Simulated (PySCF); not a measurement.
These are PBE-D3(BJ)/def2-TZVP // PBE0-D3(BJ)/def2-SVP (PySCF) values and carry that method's errors. Isolated molecules, 0 K electronic values unless said otherwise. Excitations are Tamm–Dancoff values on a coarser integration grid. The basis has no diffuse functions, so Rydberg states are missing or too high.

Reference species (SMILES): `[SiH3][GeH3]` (neutral, multiplicity 1).

| Property | Result |
|---|---|
| S1 excitation (TDA) | 7.24 eV |
| S1–T1 gap (TDA) | 0.91 eV |

Changed species: `[SiH3][GeH2][SiH3]` (2 of 4 H replaced by SiH3; the reference has 1 of 4 H replaced by SiH3).

Predict the effect on the S1 excitation (TDA) and S1–T1 gap (TDA).

the S1 excitation (TDA) drops by 0.76 eV, to 6.48 eV; the S1–T1 gap (TDA) hardly moves.
